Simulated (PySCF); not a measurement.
C$_{2}$HF$_{3}$O$_{2}$, triplet, at a GFN2-xTB geometry (a higher spin typed on purpose: for a closed-shell molecule this is an excited state). Base run: B3LYP/3-21G (PySCF).

PySCF was given this input:
```python
from pyscf import gto, scf, dft

mol = gto.Mole()
mol.atom = '''
    O     1.657905   -0.882706   -0.072201
    C     0.989368    0.253699   -0.362919
    O     1.226407    1.426119    0.056383
    C    -0.590718   -0.066408   -0.024763
    F    -0.783629   -0.226495    1.282326
    F    -1.359259    0.906002   -0.462034
    F    -0.916552   -1.189740   -0.638258
    H     2.068549   -0.878940    0.814322
'''
mol.basis = '3-21g'
mol.charge = 0
mol.spin = 2
mol.verbose = 4
mol.build()

mf = dft.UKS(mol)
mf.xc = 'b3lyp'
mf.kernel()
mo_i, mo_e, stable_i, stable_e = mf.stability(internal=True, external=False, return_status=True, nroots=6, tol=1e-6)
print('internally stable:', stable_i, ' externally stable:', stable_e)
if not stable_i:
    umf = mf.copy()
    umf.scf_summary = {}
    umf.kernel(umf.make_rdm1(mo_i, mf.mo_occ))
mf.analyze()
```

The bond that is stretched is that between atoms 6 and 4. A test that says stable can miss a lower solution.

Variants of this job, named by their change:

```
change       ΔE vs base (kcal/mol)  <S^2>                      stability test says        outcome
-----------  ---------------------  -----  ---------------------------------------  -------------
base                         0.000  2.005  internally stable (external not tested)      converged
bond × 1.25                  19.80  2.005  internally stable (external not tested)      converged
bond × 1.5                   59.77  2.006  internally stable (external not tested)      converged
bond × 1.8                       -      -                                        -  not converged
bond × 2.2                       -      -                                        -  not converged
bond × 3.0                       -      -                                        -  not converged
```

On stretching, the SCF can end on different states; <S^2> shows the spin contamination of each.
